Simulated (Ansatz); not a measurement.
`C[Se]CN` → 2 C• + 7 H• + N• + Se•  (atomization)

Calculated with Ansatz (gas phase, PBE0-D4/def2-TZVP geometries, no zero-point term in ΔE). CCSD(T)/CBS is the MP2 limit (def2-TZVPP, def2-QZVPP) plus CCSD(T) − MP2 in def2-TZVPP, frozen cores. This one scheme is used for every species, atoms too. Functionals use def2-TZVPP. B3LYP here is the variant with VWN-RPA as its local correlation; programs differ in this. Open shells (•) are unrestricted, without spin–orbit coupling. Spin–orbit coupling would lower the free atoms: a little for C; clearly for Se. Bonds to Se are less sure, by a few kJ/mol each and by 10 to 20 or more in all where they break to atoms, as the def2 sets lack core-valence functions. Scalar relativity is left out up to krypton. One conformer a species, not always the lowest.

| level | ΔE (eV) | difference from CCSD(T)/CBS |
| --- | --- | --- |
| PBE-D4 | 40.81 | 0.87 |
| r2SCAN-D4 | 39.88 | -0.06 |
| PBE0-D4 | 40.05 | 0.11 |
| B3LYP-D4 | 40.01 | 0.07 |
| ωB97X-V | 39.98 | 0.04 |
| ωB97M-V | 39.93 | -0.01 |
| B2PLYP | 39.47 | -0.47 |
| PBE | 40.60 | 0.66 |
| r2SCAN | 39.83 | -0.11 |
| PBE0 | 39.88 | -0.06 |
| B3LYP | 39.67 | -0.27 |
| HF/def2-TZVPP | 28.08 | -11.86 |
| MP2/def2-TZVPP | 39.19 | -0.75 |
| SCS-MP2/def2-TZVPP | 39.21 | -0.73 |
| CCSD/def2-TZVPP | 38.25 | -1.69 |
| CCSD(T)/def2-TZVPP | 38.86 | -1.08 |
| HF/def2-QZVPP | 28.12 | -11.82 |
| MP2/def2-QZVPP | 39.82 | -0.12 |
| SCS-MP2/def2-QZVPP | 39.93 | -0.01 |
| HF/CBS(def2) | 28.13 | -11.81 |
| MP2/CBS(def2) | 40.27 | 0.33 |
| CCSD/CBS(def2) | 39.33 | -0.61 |
| CCSD(T)/CBS | 39.94 | 0 |

Largest T1 diagnostic among the species: 0.009.

From PBE to PBE0 (25 % exact exchange), in def2-TZVPP and without D4, ΔE moves by −0.73 eV: exact exchange takes away binding that semilocal exchange gives to molecules. In def2-TZVPP, CCSD(T) changes the Hartree–Fock value by +10.78 eV (the triples alone add +0.60 eV) and MP2 by +11.11 eV; breaking electron pairs costs correlation energy, which Hartree–Fock lacks. The D4 term adds +0.34 eV with B3LYP and +0.18 eV with PBE0; it sums over pairs of atoms, weighted by their polarisabilities, and B3LYP, whose exchange is more repulsive, gets the larger term.

For atomizations the MP2-based limit and the directly extrapolated one differ by several kJ/mol either way, and by 10 to 25 for some Ge, Se and Sn compounds, so smaller differences from it don't rank the levels.
